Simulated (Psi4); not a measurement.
Psi4 input (wB97X-D/6-31G*):

```
memory 1500 MB

molecule {
-1 1
C    -0.75161000    1.77113100   -1.08274700
Si   -0.38886200    0.26377900   -0.26371100
C    -1.91463300   -0.84224800   -0.00461900
P     1.16096000   -1.42223600   -0.94005600
P     0.43002000    0.75639000    1.83415600
H    -1.46878000    1.76354900   -1.90276500
H     0.00940100    2.54194100   -1.17690900
H    -2.32999400   -1.13166200   -0.97478600
H    -2.68356800   -0.29510700    0.54461000
H    -1.66974200   -1.75605900    0.54172200
H     0.73039300   -1.47127400   -2.29740900
H     2.21105700   -0.50942000   -1.22749300
H     1.48329100   -0.20080800    1.93097300
H     1.29475800    1.78033300    1.36669700
symmetry c1
no_reorient
no_com
}

set {
  basis 6-31G*
  reference rks
  scf_type pk
  dft_radial_points 99
  dft_spherical_points 590
  e_convergence 1e-8
  d_convergence 1e-7
  maxiter 150
}

e = energy('wb97x-d')
print_out(f'\nFINAL {e:.10f} DIPOLE {variable("CURRENT DIPOLE")[0]:.6f} {variable("CURRENT DIPOLE")[1]:.6f} {variable("CURRENT DIPOLE")[2]:.6f}\n')
```

Output:

```
   => Loading Basis Set <=

    Name: 6-31G*
    Role: ORBITAL
    Keyword: BASIS
    atoms 1, 3 entry C          line   111 file 6-31gs.gbs
    atoms 2    entry SI         line   268 file 6-31gs.gbs
    atoms 4-5  entry P          line   292 file 6-31gs.gbs
    atoms 6-14 entry H          line    44 file 6-31gs.gbs

   => WB97X-D: Empirical Dispersion <=

    Chai and Head-Gordon Dispersion Correction
    Chai, J.-D.; Head-Gordon, M. (2010), J. Chem. Phys., 132: 6615-6620

        s6 =       1.000000

         ---------------------------------------------------------
                                   SCF
               by Justin Turney, Rob Parrish, Andy Simmonett
                          and Daniel G. A. Smith
                              RKS Reference
         ---------------------------------------------------------

  ==> Geometry <==

    Molecular point group: c1
    Full point group: C1

    Geometry (in Angstrom), charge = -1, multiplicity = 1:

       Center              X                  Y                   Z               Mass
    ------------   -----------------  -----------------  -----------------  -----------------
         C           -0.751610000000     1.771131000000    -1.082747000000    12.000000000000
         SI          -0.388862000000     0.263779000000    -0.263711000000    27.976926534650
         C           -1.914633000000    -0.842248000000    -0.004619000000    12.000000000000
         P            1.160960000000    -1.422236000000    -0.940056000000    30.973761998420
         P            0.430020000000     0.756390000000     1.834156000000    30.973761998420
         H           -1.468780000000     1.763549000000    -1.902765000000     1.007825032230
         H            0.009401000000     2.541941000000    -1.176909000000     1.007825032230
         H           -2.329994000000    -1.131662000000    -0.974786000000     1.007825032230
         H           -2.683568000000    -0.295107000000     0.544610000000     1.007825032230
         H           -1.669742000000    -1.756059000000     0.541722000000     1.007825032230
         H            0.730393000000    -1.471274000000    -2.297409000000     1.007825032230
         H            2.211057000000    -0.509420000000    -1.227493000000     1.007825032230
         H            1.483291000000    -0.200808000000     1.930973000000     1.007825032230
         H            1.294758000000     1.780333000000     1.366697000000     1.007825032230

  Running in c1 symmetry.

  Rotational constants: A =      0.07568  B =      0.05644  C =      0.04586 [cm^-1]
  Rotational constants: A =   2268.79694  B =   1692.07487  C =   1374.85898 [MHz]
  Nuclear repulsion =  346.378858440450017

  Charge       = -1
  Multiplicity = 1
  Electrons    = 66
  Nalpha       = 33
  Nbeta        = 33

  ==> Algorithm <==

  SCF Algorithm Type is PK.
  DIIS enabled.
  MOM disabled.
  Fractional occupation disabled.
  Guess Type is SAD.
  Energy threshold   = 1.00e-08
  Density threshold  = 1.00e-07
  Integral threshold = 1.00e-12

  ==> Primary Basis <==

  Basis Set: 6-31G*
    Blend: 6-31G*
    Number of shells: 54
    Number of basis functions: 105
    Number of Cartesian functions: 105
    Spherical Harmonics?: false
    Max angular momentum: 2

  ==> DFT Potential <==

   => LibXC <=

    Version 7.1.2
    S. Lehtola, C. Steigemann, M. J. T. Oliveira, and M. A. L. Marques,  SoftwareX 7, 1–5 (2018) (10.1016/j.softx.2017.11.002)

   => Composite Functional: WB97X-D <=

    wB97X-D Hyb-GGA Exchange-Correlation Functional

    J.-D. Chai and M. Head-Gordon,  Phys. Chem. Chem. Phys. 10, 6615–6620 (2008) (10.1039/B810189B)

    Deriv               =              1
    GGA                 =           TRUE
    Meta                =          FALSE

    Exchange Hybrid     =           TRUE
    MP2 Hybrid          =          FALSE

   => Exchange-Correlation Functionals <=

    1.0000   wB97X-D range-separated functional

   => Exact (HF) Exchange <=

    0.7780            HF,LR [omega = 0.2000]
    0.2220               HF

   => LibXC Density Thresholds  <==

    XC_HYB_GGA_XC_WB97X_D:  1.00E-14

   => Molecular Quadrature <=

    Radial Scheme          =       TREUTLER
    Pruning Scheme         =           NONE
    Nuclear Scheme         =       TREUTLER

    Blocking Scheme        =         OCTREE
    BS radius alpha        =              1
    Pruning alpha          =              1
    Radial Points          =             99
    Spherical Points       =            590
    Total Points           =         767793
    Total Blocks           =           5328
    Max Points             =            256
    Max Functions          =            102
    Weights Tolerance      =       1.00E-15

  ==> Integral Setup <==

  Using in-core PK algorithm.
   Calculation information:
      Number of atoms:                  14
      Number of AO shells:              54
      Number of primitives:            147
      Number of atomic orbitals:       105
      Number of basis functions:       105

      Integral cutoff                 1.00e-12
      Number of threads:                 1

  Performing in-core PK
  Using 46462185 doubles for integral storage.
  We computed 937502 shell quartets total.
  Whereas there are 1103355 unique shell quartets.

  Computing range-separated integrals for PK
  We computed 937502 wK shell quartets total.
  Whereas there are 1103355 wK unique shell quartets.

  ==> DiskJK: Disk-Based J/K Matrices <==

    J tasked:                  Yes
    K tasked:                  Yes
    wK tasked:                 Yes
    Omega:               2.000E-01
    Schwarz Cutoff:          1E-12


  Cached 7.7% of DFT collocation blocks in 0.133 [GiB].

  Minimum eigenvalue in the overlap matrix is 3.2173728544E-03.
  Reciprocal condition number of the overlap matrix is 4.9084516123E-04.
    Using symmetric orthogonalization.

  ==> Pre-Iterations <==

  SCF Guess: Superposition of Atomic Densities via on-the-fly atomic UHF (no occupation information).

   -------------------------
    Irrep   Nso     Nmo
   -------------------------
     A        105     105
   -------------------------
    Total     105     105
   -------------------------

  ==> Iterations <==

                        Total Energy        Delta E     RMS |[F,P]|

   @RKS iter SAD: -1052.74887558033743   -1.05275e+03   0.00000e+00
   @RKS iter   1: -1053.35266443689579   -6.03789e-01   7.67806e-03 ADIIS/DIIS
   @RKS iter   2: -1053.44062612427342   -8.79617e-02   6.75527e-03 ADIIS/DIIS
   @RKS iter   3: -1053.73274817029778   -2.92122e-01   8.90069e-04 ADIIS/DIIS
   @RKS iter   4: -1053.73814731895550   -5.39915e-03   2.93505e-04 ADIIS/DIIS
   @RKS iter   5: -1053.73877566766259   -6.28349e-04   8.10403e-05 DIIS
   @RKS iter   6: -1053.73882868819737   -5.30205e-05   2.11186e-05 DIIS
   @RKS iter   7: -1053.73883436472738   -5.67653e-06   3.67297e-06 DIIS
   @RKS iter   8: -1053.73883478497419   -4.20247e-07   1.44289e-06 DIIS
   @RKS iter   9: -1053.73883484316752   -5.81933e-08   5.67868e-07 DIIS
   @RKS iter  10: -1053.73883485173087   -8.56335e-09   1.84494e-07 DIIS
   @RKS iter  11: -1053.73883485266242   -9.31550e-10   4.32308e-08 DIIS
  Energy and wave function converged.

  ==> Post-Iterations <==

   Electrons on quadrature grid:
      Ntotal   =   65.9999991328 ; deviation = -8.672e-07

    Orbital Energies [Eh]
    ---------------------

    Doubly Occupied:

       1A    -77.056508     2A    -77.046575     3A    -66.103422
       4A    -10.123140     5A    -10.051128     6A     -6.493062
       7A     -6.483206     8A     -5.211951     9A     -4.641397
      10A     -4.639435    11A     -4.636221    12A     -4.631774
      13A     -4.629465    14A     -4.626230    15A     -3.558159
      16A     -3.557010    17A     -3.554235    18A     -0.640026
      19A     -0.574957    20A     -0.547151    21A     -0.536372
      22A     -0.369304    23A     -0.337310    24A     -0.336874
      25A     -0.312035    26A     -0.301730    27A     -0.278410
      28A     -0.232925    29A     -0.222583    30A     -0.207279
      31A     -0.173547    32A     -0.151921    33A     -0.051000

    Virtual:

      34A      0.248365    35A      0.254977    36A      0.266684
      37A      0.299029    38A      0.302387    39A      0.319743
      40A      0.327049    41A      0.348438    42A      0.377765
      43A      0.392751    44A      0.406676    45A      0.433362
      46A      0.447993    47A      0.500474    48A      0.532385
      49A      0.537035    50A      0.542535    51A      0.557457
      52A      0.582952    53A      0.593858    54A      0.614759
      55A      0.637471    56A      0.680100    57A      0.732967
      58A      0.753130    59A      0.802726    60A      0.819404
      61A      0.833750    62A      0.867232    63A      0.882033
      64A      0.918124    65A      0.922639    66A      0.935844
      67A      0.955403    68A      0.962734    69A      0.974936
      70A      0.998027    71A      1.019101    72A      1.040729
      73A      1.057483    74A      1.076433    75A      1.092133
      76A      1.124909    77A      1.156522    78A      1.168464
      79A      1.177856    80A      1.208777    81A      1.237760
      82A      1.247476    83A      1.257692    84A      1.284132
      85A      1.344207    86A      1.376567    87A      1.418167
      88A      1.431739    89A      1.440818    90A      1.559845
      91A      1.970948    92A      1.981516    93A      2.063909
      94A      2.156009    95A      2.382657    96A      2.403722
      97A      2.519477    98A      2.524550    99A      2.590066
     100A      2.603761   101A      3.279243   102A      3.685892
     103A      3.702697   104A      4.445139   105A      4.501058

    Final Occupation by Irrep:
              A
    DOCC [    33 ]
    NA   [    33 ]
    NB   [    33 ]

  @RKS Final Energy: -1053.73883485266242

   => Energetics <=

    Nuclear Repulsion Energy =            346.3788584404500170
    One-Electron Energy =               -2155.4724395564576298
    Two-Electron Energy =                 813.9671469126699321
    DFT Exchange-Correlation Energy =     -58.6058485404934686
    Empirical Dispersion Energy =          -0.0065521088313489
    VV10 Nonlocal Energy =                  0.0000000000000000
    Total Energy =                      -1053.7388348526624213

Computation Completed

Properties will be evaluated at   0.000000,   0.000000,   0.000000 [a0]

Properties computed using the SCF density matrix

 Multipole Moments:

 ------------------------------------------------------------------------------------
     Multipole            Electronic (a.u.)      Nuclear  (a.u.)        Total (a.u.)
 ------------------------------------------------------------------------------------

 L = 1.  Multiply by 2.5417464519 to convert [e a0] to [Debye]
 Dipole X            :          0.1145361           -0.0000189            0.1145172
 Dipole Y            :         -0.6734279            0.0000132           -0.6734146
 Dipole Z            :          0.0340300           -0.0000189            0.0340111
 Magnitude           :                                                    0.6839285

 ------------------------------------------------------------------------------------

FINAL -1053.7388348527 DIPOLE 0.114517 -0.673415 0.034011

*** Psi4 exiting successfully. Buy a developer a beer!
```

The dipole moment of an ion depends on the origin.

The geometry given is a B3LYP-D3(BJ)/def2-TZVP minimum.
